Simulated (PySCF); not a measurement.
## Static response to an electric field

Compound: C₇H₁₂OSSi.
Structure used (PBE0-D3(BJ)/def2-SVP), in Å, numbered top down from 1:
```
atom  x, y, z in Å
C1    -2.4923    0.1976    1.4050
Si2   -1.1483    0.1006    0.1155
C3    -1.0377    1.6883   -0.8719
C4    -1.3998   -1.3889   -0.9925
O5     0.2635   -0.0952    1.0300
C6     1.5527   -0.1814    0.6679
C7     2.0482   -0.2188   -0.6766
C8     3.4132   -0.3117   -0.7253
S9     4.1078   -0.3549    0.8409
C10    2.5686   -0.2470    1.5943
H11   -2.3316    1.0527    2.0788
H12   -2.5078   -0.7178    2.0164
H13   -3.4815    0.3106    0.9340
H14   -0.8397    2.5395   -0.2016
H15   -1.9871    1.8830   -1.3961
H16   -0.2363    1.6611   -1.6253
H17   -2.3480   -1.2943   -1.5463
H18   -0.5929   -1.5077   -1.7310
H19   -1.4483   -2.3112   -0.3932
H20    1.4179   -0.1814   -1.5654
H21    4.0474   -0.3573   -1.6093
H22    2.4629   -0.2363    2.6768
```

Level: CAM-B3LYP/def2-SVPD (PySCF), static field, nuclei fixed, core orbitals frozen in the response. The polarisability tensor in these axes (au):

```
x   158.17  -4.25   3.62
y    -4.25 101.59  -0.05
z     3.62  -0.05 123.75
```

**Question.** What are the eigenvalues, a third of the trace, and Δα (Δα² = ½Σ(αi − αj)² over the three pairs)?

**Answer.** Principal values 101.27, 123.38 and 158.86 au; mean 127.84 au = 18.94 Å³ = 21.08 × 10⁻⁴⁰ C²·m²/J; Δα = 50.32 au (39 % of the mean).

**Question.** What is the dipole moment, and where does it point?

**Answer.** (-1.59, 0.21, -1.29) D, 2.06 D in size, pointing from the negative to the positive side. Measured along this direction, the outermost atoms are S9 at the negative end and H17 and H15 at the positive end.

**Question.** Along which axes do the principal values lie, and how far do the nuclei extend along each?

**Answer.** Largest value along (0.99, -0.07, 0.10), where the nuclei span 7.57 Å; middle along (-0.10, 0.02, 0.99), 4.43 Å; least along (0.08, 1.00, -0.01), 4.88 Å. The strongest response lies along the longest span, while the other two are in reverse order.

**Question.** Molar refractivity from α?

**Answer.** Lorentz–Lorenz: R = (4π/3)N_A α = 2.5225 cm³/(mol·Å³) × 18.94 Å³ = 47.8 cm³/mol, in the limit of long wavelengths.

**Question.** Form Σ f/ω² (atomic units) for the 10 lowest TDDFT singlets, given as eV and f, and set it beside the mean polarisability, which is this sum over all singlets: 5.26, 0.1054; 5.71, 0.0016; 5.98, 0.0934; 6.10, 0.0052; 6.42, 0.0038; 6.50, 0.0021; 6.81, 0.0005; 6.83, 0.0001; 6.89, 0.1693; 7.05, 0.0015.

**Answer.** They add up to 7.67 au, 6.0 % of the 127.84 au; the largest single term is 2.82 au, from the state at 5.26 eV. Terms in order: 2.82, 0.04, 1.93, 0.10, 0.07, 0.04, 0.01, 0.00, 2.64, 0.02 au. Higher excitations give the rest. The strengths listed sum to 0.383.

**Question.** What would n − 1 = 2πNα be for an ideal gas of these molecules at 500 K and 1 atm, electronic part alone?

**Answer.** N = p/kT = 1.4678 × 10¹⁹ cm⁻³, so n − 1 = 2π × N × 18.94 × 10⁻²⁴ cm³ = 1747 × 10⁻⁶ at long wavelengths.

The structure is a single PBE0-D3(BJ)/def2-SVP conformer in the gas phase; no vibrational or solvent corrections.
